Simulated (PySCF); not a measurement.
Chromium: highly charged ions in a basis for the neutral atom

Cr¹⁹⁺ [He] 2s2 2p1, Cr²⁰⁺ [He] 2s2. Computed with PySCF 2.14 in cc-pVTZ (7s6p4d2f1g, 68 functions), with no relativity, point nucleus. No spin-orbit coupling, so a gap to NIST mixes the basis error with missing relativistic terms.

Changed run: basis of the neutral atom used for a highly charged ion. This setting is unsound on purpose.

```csv
species,method,sound run (hartree),changed run (hartree),converged
Cr¹⁹⁺,UHF,not run,-737.17986,yes
Cr¹⁹⁺,PBE,not run,-737.14235,yes
Cr¹⁹⁺,M06-2X,not run,-737.40555,yes
Cr²⁰⁺,UHF,not run,-682.78422,yes
Cr²⁰⁺,PBE,not run,-682.71236,yes
Cr²⁰⁺,M06-2X,not run,-683.00630,yes
```

Ionisation energy of Cr¹⁹⁺:

```json
{"method": "UHF", "changed run (eV)": "1480.2", "NIST (eV)": "1495.1 ± 0.7"}
{"method": "PBE", "changed run (eV)": "1481.1", "NIST (eV)": "1495.1 ± 0.7"}
{"method": "M06-2X", "changed run (eV)": "1480.3", "NIST (eV)": "1495.1 ± 0.7"}
```

The contracted functions were made for the neutral atom and can be too rigid for a highly charged ion.
